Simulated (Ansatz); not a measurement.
System: C4H5GeO, charge 0, multiplicity 2. SMILES: [GeH2][c]1ccco1
Structure (B3LYP-D3(BJ)/def2-TZVP (Ansatz, an electronic-structure program) minimum search):
```xyz
11

Ge     1.5683    -0.1311    -0.1610
C     -0.3394    -0.0547     0.0954
C     -1.2635    -0.9986     0.4653
C     -2.5481    -0.3935     0.3669
C     -2.3335     0.8749    -0.0712
O     -1.0081     1.0990    -0.2491
H      2.2029     1.2357     0.1766
H      2.1149    -1.2599     0.7414
H     -1.0417    -2.0044     0.7807
H     -3.5020    -0.8382     0.5949
H     -2.9874     1.7018    -0.2865
```
Charge 0, spin multiplicity 2.

Wanted: atomisation energy, in kcal/mol. Conventions: UHF or UKS for open shells; six Cartesian d functions in 6-31G* and its kin unless marked 5d; non-relativistic; atomisation electronic, to ground-state atoms; dispersion terms only where a functional's name holds one; frozen cores in correlated levels (noble-gas shells and the d and f shells of earlier blocks); no spin-orbit coupling; LANL2DZ with its own core potentials from Na on. Ab initio and DFT rows: single points at B3LYP-D3(BJ) geometries (Ansatz). A UHF reference is markedly spin-contaminated in at least one set, which strains HF and MP2.

```json
[
 {"level": "HF/LANL2DZ", "program": "Ansatz", "atomisation energy (kcal/mol)": "692.7"},
 {"level": "SVWN5/6-31G* with LANL2DZ past Ar", "program": "Ansatz", "atomisation energy (kcal/mol)": "1268.5"},
 {"level": "PBE/def2-SVP", "program": "Ansatz", "atomisation energy (kcal/mol)": "1137.9"},
 {"level": "BLYP/6-31G* with LANL2DZ past Ar", "program": "Ansatz", "atomisation energy (kcal/mol)": "1077.5"},
 {"level": "B3LYP/STO-3G", "program": "Ansatz", "atomisation energy (kcal/mol)": "1301.3"},
 {"level": "B3LYP/3-21G", "program": "Ansatz", "atomisation energy (kcal/mol)": "1066.4"},
 {"level": "B3LYP/LANL2DZ", "program": "Ansatz", "atomisation energy (kcal/mol)": "1022.5"},
 {"level": "B3LYP/6-31G* with LANL2DZ past Ar", "program": "Ansatz", "atomisation energy (kcal/mol)": "1071.5"},
 {"level": "PBE0/6-31G* with LANL2DZ past Ar", "program": "Ansatz", "atomisation energy (kcal/mol)": "1088.3"},
 {"level": "MP2/6-31G*", "program": "Ansatz", "atomisation energy (kcal/mol)": "1008.1"},
 {"level": "r2SCAN-D4/def2-TZVPD", "program": "Ansatz + dftd4", "atomisation energy (kcal/mol)": "1098.3"},
 {"level": "B3LYP/def2-TZVPD", "program": "Ansatz", "atomisation energy (kcal/mol)": "1075.0"},
 {"level": "B3LYP-D3(BJ)/def2-TZVPD", "program": "Ansatz + dftd3", "atomisation energy (kcal/mol)": "1086.0"}
]
```

No value to compare with is used here. The 10 habitual levels span 692.7 (HF/LANL2DZ) to 1301.3 kcal/mol (B3LYP/STO-3G); B3LYP-D3(BJ)/def2-TZVPD gives 1086.0.

The levels are drawn from those run, B3LYP/6-31G* more often than the rest, none by its result; left out are runs that failed, that the program found above a lower state of the same kind, or whose <S^2> lies over 0.5 above the pure value.
